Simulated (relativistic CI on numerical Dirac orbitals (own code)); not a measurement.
## Ni⁴⁺ in a cubic cluster: 1s photoemission with charge transfer

Computed with a charge-transfer multiplet model of a cubic metal-ligand cluster with up to 2 ligand holes, Slater and spin-orbit integrals from Dirac-Coulomb-Breit ions, Slater integrals scaled by 0.8. The parameters are those of a tetrahedral site (10Dq negative, t2 hopping the larger). The ground state mixes d6 with configurations of k ligand holes L, whose averages lie at kΔ + k(k − 1)U_dd/2; a core hole lowers each added d electron by U_cd. 300 K, Lorentzian 1.1 eV and Gaussian 0.6 eV FWHM.

Atomic integrals in eV (Slater integrals scaled, ζ unscaled), ground: F2dd 11.354, F4dd 7.124, zeta_d 0.099; with the core hole: F2dd 12.615, F4dd 7.944, zeta_d 0.134, G2cd 0.078.

Cluster parameters (eV): U_dd = 7.4, U_cd = 8.7, 10Dq = -0.4, 10Dq(ligand) = 0, V(eg) = 1.3, V(t2g) = -2.21, final-state hopping factor = 0.8.

Weights, n_d and S are thermal averages at 300 K. Binding energies count from the first peak over 30 % of the highest in each spectrum, which can be another peak from case to case. The parameters are a model scan and need not match a compound or its usual spin state. Peaks in eV (height, largest 100): 0.0 (100), 4.2 (9), 7.0 (35), 8.4 (24), 11.3 (8).

**Question.** Which parameters give this spectrum?
A. Δ = -1.6 eV
B. Δ = 2.4 eV
C. Δ = -3.6 eV
D. Δ = -0.6 eV
E. Δ = 0.4 eV

**Answer.** B. Δ = 2.4 eV; the ground state then has 6.35 d electrons and S = 2.00. The choice follows from running the model for each set and comparing peak positions and heights. The space is cut while the next configuration still counts.
